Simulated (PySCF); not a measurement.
**Two probes of the same atoms: core binding energy and nuclear shielding**

n-PrOi-Pr, C6H14O.
Numbering: `[CH3:1][CH2:2][CH2:3][O:4][CH:5]([CH3:6])[CH3:7]`

Binding energies: delta-SCF UKS SCAN, pcX-2 on the ionised atom, pcseg-1 elsewhere, spin-free X2C (PySCF). Shieldings: GIAO PBE0/pcSseg-1, non-relativistic, same geometry.

```tsv
atom	C 1s (eV)
C1	290.63
C2	290.47
C3	291.73
C5	291.86
C6	290.45
```

Task: What are the absolute isotropic shieldings of these atoms?

Result: 
| atom | environment | C 1s (eV) | isotropic shielding (ppm) |
| --- | --- | --- | --- |
| C6 | methyl carbon | 290.45 | 164.3 |
| C2 | chain CH2 carbon | 290.47 | 157.8 |
| C1 | methyl carbon | 290.63 | 173.1 |
| C3 | sp3 carbon bound to oxygen | 291.73 | 111.7 |
| C5 | sp3 carbon bound to oxygen | 291.86 | 111.6 |

By binding energy: C6 ≈ C2 < C1 < C3 < C5. By shielding: C5 ≈ C3 < C2 < C6 < C1.

Of atoms equivalent by bonding only the ionised one is listed; its partners' own values can differ in this conformer. Geometry: PBE0-D3(BJ)/def2-SVP, one conformer, isolated molecule.

Shape of the structure used: `[CH3:1][CH2:2][CH2:3][O:4][CH:5]([CH3:6])[CH3:7]`: C1–C2–C3–O4 179°, C2–C3–O4–C5 172°, C3–O4–C5–C6 73°.
